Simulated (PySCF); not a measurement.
MoO₂F₂, SMILES [F][Mo]([F])(=[O])=[O], multiplicity 1. Geometry: PBE-D3(BJ)/def2-SVP. The spin state was assumed, not searched. The def2 effective core potentials stand for the cores of Mo; spin–orbit coupling is left out.

Computed equilibrium geometry at PBE-D3(BJ)/def2-SVP (PySCF confirms it by a frequency run) as a Z-matrix, and its point group:
point group C2v.
```
Mo
O 1 1.6870
O 1 1.6870 2 106.32
F 1 1.8519 2 109.47 3 -118.17
F 1 1.8519 2 109.47 3 118.17
```
